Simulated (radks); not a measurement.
Results of a calculation; reference values are marked as such.
Task: Pm2+, 59 electrons, occupied as [Xe] 4f5 (the NIST ground configuration). Code: a radial shooting solver on a logarithmic mesh with Libxc functionals. Model: Dirac Kohn-Sham, Slater X-alpha with alpha = 0.877, spin-unpolarised, spherical densities, finite nucleus; open shells fill j = l - 1/2 first; Fermi nuclear charge, rms radius 4.962 fm. Some entries of the table are withheld. Estimate them.

| orbital | occ. | eigenvalue (eV) | r(max) (bohr) | <1/r> (bohr^-1) |
|---|---|---|---|---|
| 1s1/2 | 2 | -45124.98 | 0.01478 | 67.45 |
| 2s1/2 | 2 | -7372.762 | 0.08384 | 16.02 |
| 2p1/2 | 2 | -6994.585 | 0.06353 | 16.02 |
| 2p3/2 | 4 | -6429.751 | 0.06907 | 14.33 |
| 3s1/2 | 2 | -1625.194 | 0.2382 | 5.825 |
| 3p1/2 | 2 | -1461.082 | 0.2249 | 5.746 |
| 3p3/2 | 4 | -1346.982 | 0.2367 | 5.321 |
| 3d3/2 | 4 | -1059.368 | (1) | 5.199 |
| 3d5/2 | 6 | -1034.474 | (2) | 5.091 |
| 4s1/2 | 2 | -336.0525 | 0.5499 | 2.429 |
| 4p1/2 | 2 | -273.0939 | 0.5557 | 2.326 |
| 4p3/2 | 4 | -248.0384 | 0.5811 | 2.182 |
| 4d3/2 | 4 | -143.7322 | 0.5933 | 1.965 |
| 4d5/2 | 6 | -139.2393 | 0.6016 | 1.930 |
| 5s1/2 | 2 | -57.4177 | (3) | 0.9368 |
| 5p1/2 | 2 | (4) | 1.395 | 0.8277 |
| 5p3/2 | 4 | (5) | 1.469 | 0.7780 |
| 4f5/2 | 5 | -18.9567 | 0.6222 | (6) |
| 4f7/2 | 0 | -18.4328 | 0.6272 | (7) |

Result: 
(1) 3d3/2 r(max) (bohr): 0.1887
(2) 3d5/2 r(max) (bohr): 0.1920
(3) 5s1/2 r(max) (bohr): 1.278
(4) 5p1/2 eigenvalue (eV): -40.2273
(5) 5p3/2 eigenvalue (eV): -36.7378
(6) 4f5/2 <1/r> (bohr^-1): 1.375
(7) 4f7/2 <1/r> (bohr^-1): 1.359
